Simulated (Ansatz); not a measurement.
## Strength of the Si–Si bond: Si4H10 → SiH2(SiH2)(SiH3) + SiH3

Species: Si4H10 `[SiH3][SiH2][SiH2][SiH3]`, singlet; SiH2(SiH2)(SiH3), doublet; SiH3 (silyl radical) `[SiH3]`, doublet. 

Shapes, held fixed at every level: PBE0-D4/def2-TZVP. Flexible molecules stand in one conformer, not always the lowest. Programs: Ansatz 0.2.0. The zero-point and thermal change to 298 K, harmonic and unscaled (PBE0-D4/def2-TZVP), is -11.1 kJ/mol.

Question: Estimate ΔH(298 K) of this reaction.

Answer: The highest level, CCSD(T)/CBS estimate, gives ΔH(298 K) = +318.1 kJ/mol; the levels span +218.0 to +318.1. The column of differences is taken from that level and isn't an error. Hartree–Fock misses the correlation of the pair that is broken and comes out low. No measured value is set beside it here. Open shells run unrestricted. The CBS estimate extrapolates MP2 from def2-TZVPP and def2-QZVPP and adds CCSD(T) − MP2 in the triple-zeta set, cores frozen. CCSD(T)/CBS estimate lies outside the range of all other levels here, so it shouldn't be taken on trust. Times are processor times on shared x86 and Arm servers, and rough.

| level | kind | ΔH(298 K) (kJ/mol) | less CCSD(T)/CBS estimate | CPU time (sum over the molecules) |
| --- | --- | --- | --- | --- |
| HF/def2-SVP | Hartree–Fock | +218.7 | -99.4 | – |
| HF/def2-TZVPP | Hartree–Fock | +218.0 | -100.1 | – |
| r2SCAN-D4/def2-TZVPP | meta-GGA | +291.1 | -27.0 | 51 s |
| BHLYP-D4/def2-TZVPP | global hybrid | +303.0 | -15.1 | 39 s |
| PBE0-D4/def2-TZVPP | global hybrid | +305.8 | -12.3 | 32 s |
| B2PLYP/def2-TZVPP | double hybrid | +296.9 | -21.2 | 51 s |
| CCSD(T)/def2-TZVPP | coupled cluster or CI | +305.9 | -12.2 | 49 min |
| CCSD(T)/CBS estimate | coupled cluster or CI | +318.1 | 0.0 | 52 min |
